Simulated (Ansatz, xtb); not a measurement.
## Two isomers of C5H4F2

Structure a: `FC1=CCC(F)=C1`, a singlet. Structure b: `FC1=CCC=C1F`, a singlet. Both are isolated molecules in the gas phase, relaxed with PBE-D3(BJ)/def2-SVP.

Energies in hartree; the thermal terms are from GFN2-xTB frequencies at re-optimised GFN2-xTB minima (ideal gas, soft modes damped towards free rotors, one conformer each, 298.15 K, 1 atm) and include the zero-point energy:

|  | a | b |
| --- | --- | --- |
| E, CCSD(T)/def2-SVP | −391.274344 | −391.271693 |
| E, MP2/def2-SVP | −391.200541 | −391.197875 |
| E, MP2/def2-TZVPP | −391.928212 | −391.926057 |
| zero-point energy | 0.074906 | 0.074908 |
| H(298 K) − E | 0.081655 | 0.081656 |
| G(298 K) − E | 0.045335 | 0.045986 |

Question: Correct the CCSD(T) difference for the basis set by the MP2 change, then work out ΔE, ΔE₀, ΔH and ΔG for a → b in kJ/mol (1 Eh = 2625.50 kJ/mol) and the equilibrium ratio [b]/[a].

Answer: 1. Differences b − a: CCSD(T) +0.002651, MP2 in the small set +0.002666, MP2 in the large set +0.002155 Eh.
2. ΔE = +0.002651 + (+0.002155 − (+0.002666)) = +0.002140 Eh = +5.62 kJ/mol.
3. ΔE₀ = ΔE + ΔZPE = +0.002140 + (+0.000002) Eh = +5.62 kJ/mol.
4. ΔH = ΔE + (+0.000001) Eh = +5.62 kJ/mol.
5. ΔG = ΔE + (+0.000651) Eh = +7.33 kJ/mol, so ΔS = (ΔH − ΔG)/T = −5.7 J/(mol K).
6. kT = 0.9442 mEh, so K = [b]/[a] = exp(−ΔG/kT) = exp(−2.96) ≈ 0.052.

Structure a is favoured at this temperature. An error of 4 kJ/mol in ΔG would change K by a factor of 5. Mirror images and further conformers aren't counted.

As drawn, both hold the same kinds of bond in the same numbers.

Other levels gave ΔE = +12.3 (GFN2-xTB); +9.5 (HF/STO-3G, GFN2-xTB geometries); +8.3 (r2SCAN-D4/def2-SVP, GFN2-xTB geometries); +7.1 (PBE-D3(BJ)/def2-SVP); +8.7 (HF/def2-SVP); +7.0 (MP2/def2-SVP); +7.0 (CCSD(T)/def2-SVP) kJ/mol. The correlated steps freeze 7 core orbitals. Programs: Ansatz 0.2.0, xtb 6.7.1.
